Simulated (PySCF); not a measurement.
In(OH)(PH2)2 (H5InOP2), SMILES [PH2][In]([OH])[PH2]. Coordinates come from a PBE-D3(BJ)/def2-SVP optimisation. The structure was generated by enumeration; whether it is a known compound was not checked. The def2 effective core potentials stand for the cores of In; spin–orbit coupling is left out. Other conformers were not sampled.

Computed equilibrium geometry at PBE-D3(BJ)/def2-SVP (PySCF confirms it by a frequency run) as bond lengths and angles (one conformer of several):
Atoms: In1 O2 H3 P4 H5 H6 P7 H8 H9. Bond lengths (Å): In1–O2 2.035, In1–P4 2.533, In1–P7 2.548, O2–H3 0.976, P4–H5 1.443, P4–H6 1.443, P7–H8 1.443, P7–H9 1.444. Bond angles (°): O2–In1–P4 109.6, O2–In1–P7 118.7, P4–In1–P7 131.3, In1–O2–H3 111.5, In1–P4–H5 89.9, In1–P4–H6 91.7, H5–P4–H6 92.7, In1–P7–H8 90.8, In1–P7–H9 90.7, H8–P7–H9 92.3.
